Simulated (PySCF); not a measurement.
**BrF3Ti: core ionisation energies**

TiBrF3 (singlet state).
Structure used (PBE0-D3(BJ)/def2-SVP), in Å, numbered top down from 1:
```xyz
5
BrF3Ti angstrom
Ti     0.0005    0.0015   -0.1129
Br    -0.0234   -0.0251    2.2197
F      1.6220    0.0147   -0.6864
F     -0.8050    1.4054   -0.6958
F     -0.7940   -1.3965   -0.7245
```

Level of theory: PySCF, delta-SCF UKS SCAN, pcX-2 on the ionised atom (unc-x2c-TZVPall on a metal), pcseg-1 elsewhere, spin-free X2C. Each binding energy is the total energy of the core-ionised species, with the hole localised on one atom, minus that of the ground state; both are solved self-consistently, so orbital relaxation is included.

Problem. What binding energy does each computed site have?

Solution. 
| atom(s) | environment | level | binding energy (eV) | 2p1/2 (eV) | count |
| --- | --- | --- | --- | --- | --- |
| Ti1 | titanium bonded to Br and 3 F | Ti 2p3/2 | 465.81 | 471.53 | 1 |
| F3/F4/F5 | fluorine bonded to Ti | F 1s | 692.67 | – | 3 |

Problem. Which photon energy gives electrons from Ti 2p3/2 of Ti1 a kinetic energy of 50 eV, and what is their de Broglie wavelength?

Solution. hν = 465.81 + 50 = 515.81 eV, recoil neglected; λ = 12.264 Å/√(E/eV) = 1.73 Å.

Problem. Which photon wavelength matches the Ti 2p3/2 of Ti1 threshold?

Solution. λ = hc/E = 12398.42 eV Å / 465.81 eV = 26.617 Å.

Atoms equivalent by their bonding share one computed value, that of the first of them. The unrestricted hole states depart most from a pure doublet (⟨S²⟩ = 0.75; over 0.85 named) for Ti 2p3/2 of Ti1 (0.89), which makes this value less certain. Spin–orbit coupling isn't in the SCF: each 2p doublet comes from a relaxed spin-free hole plus a matrix of the shell (mean-field spin–orbit coupling and the ground-state 2p splitting), with 2p3/2 averaged over its two sublevels. 2p1/2 minus 2p3/2 (ligand field included): Ti 5.72 eV. Satellites of the metal's 2p lines aren't described. No level of bromine is listed. Isolated species at its PBE0-D3(BJ)/def2-SVP geometry, gas phase. Metal 2p energies of this one-determinant scheme are less reliable than its 1s energies.
